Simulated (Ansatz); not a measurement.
A nudged elastic band was laid between two geometries of FH2Sn (4 atoms, charge 0, multiplicity 2).

All numbers below come from UKS B3LYP/def2-SVP (Ansatz 0.2.0).

```json
{
 "movable images": "5",
 "climbing image": "yes",
 "spring": "2.0 to 10.0 eV/Å², energy-weighted",
 "optimiser": "quadratic models (default)",
 "start path": "IDPP",
 "force threshold": "0.05 eV/Å",
 "iteration limit": "60",
 "end points": "relaxed"
}
```

Initial state:

```xyz
4
Properties=species:S:1:pos:R:3
F -1.580 -0.194 0.652
Sn 0.021 -0.249 -0.478
H 1.203 -1.055 0.527
H 0.412 1.438 -0.720
```

Final state:

```xyz
4
Properties=species:S:1:pos:R:3
F -1.653 -0.422 0.241
Sn 0.180 0.251 0.420
H 1.160 -1.190 0.283
H 0.368 1.302 -0.965
```

What changes between the two ends?

No bond is made or broken. The height of Sn2 over the plane of its neighbours goes from -0.69 to 0.69 Å. The two ends are copies of one structure, up to a mirror image or an exchange of like atoms. The height can change sign by an inversion or by a turn that exchanges like atoms.

Give the energies along the band, and the barrier.

It converged. The highest image is number 3 of 0 to 6, 80.4 kJ/mol above the ends, which have the same energy within 2 meV. Another band between the same ends (5 images) ends at a top of the same energy, where a vibrational analysis finds 1 clearly imaginary mode.

```
image  path coordinate (Å)  energy (kJ/mol)  height of Sn2 over the plane of its neighbours (Å)
    0                 0.00              0.0                                               -0.69
    1                 0.32             26.4                                               -0.38
    2                 0.50             63.2                                               -0.17
    3                 0.65             80.4                                                0.00
    4                 0.80             63.2                                                0.17
    5                 0.97             26.4                                                0.38
    6                 1.29              0.0                                                0.69
```

What is the geometry of the highest image?


```xyz
4
Properties=species:S:1:pos:R:3:forces:R:3
F -1.659 -0.314 0.460 -0.04 -0.01 0.01
Sn 0.193 0.017 -0.055 0.03 0.01 -0.01
H 1.190 -1.234 0.464 0.01 -0.01 0.00
H 0.331 1.471 -0.889 0.00 0.01 -0.01
```

The band took 3 iterations and roughly 90 core-seconds.

Time of the run: 91 s on 1 thread of Intel(R) Xeon(R) Processor @ 2.50GHz (Skylake/Cascade Lake), with other jobs on the host, peak memory 0.14 GiB.
